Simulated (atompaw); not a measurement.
Before and after: PAW (atompaw) potential for Ge (Z = 32)

Ge (Z = 32), PAW, made with atompaw 4.2.0.5 (PBE, scalar-relativistic). Core [Ar] 3d10, reference 4s2 4p2. Waves: 4s (bound); 4s channel at 0.45 Ry; 4p (bound); 4p channel at 1.6 Ry. Local part: bessel scheme, radius 1.50 bohr. Core correction: smooth core density matched at 1.15 bohr. Augmentation charge: besselshape compensation charge, radius 1.60 bohr; PAW radius 2.00 bohr; waves and projectors: bloechl.

Change: all radii scaled by about 1.12 (s 2.24, p 2.24 bohr); local potential bessel scheme, radius 1.68 bohr; augmentation besselshape compensation charge, radius 1.80 bohr; PAW radius 2.24 bohr; waves and projectors: bloechl; core correction smooth core density matched at 1.28 bohr.

Cutoffs: the cutoffs (Ry, on a coarse ladder) from which the occupation-weighted sum of valence levels, in a spherical-Bessel basis at the reference potential, stays within 10 and 1 mRy of its value at 400 Ry; they do not see the model core or the augmentation charge, which bear on the density cutoff.

**Question.** What does the change do?

**Answer.** The potential gets softer (8 Ry and 18 Ry → 6 Ry and 12 Ry); neither file shows a bound ghost. A larger radius leaves more room for a smooth pseudo-wave, so fewer plane waves are needed.

| quantity | base | changed |
| --- | --- | --- |
| cutoff, loose | 8 Ry | 6 Ry |
| cutoff, tight | 18 Ry | 12 Ry |
| bound ghosts | none | none |
| lowest overlap eigenvalue by channel | s 0.01, p 0.02 | s 0.01, p 0.04 |

 The cutoffs see the waves, projectors and local potential, not the compensation charge or the core.
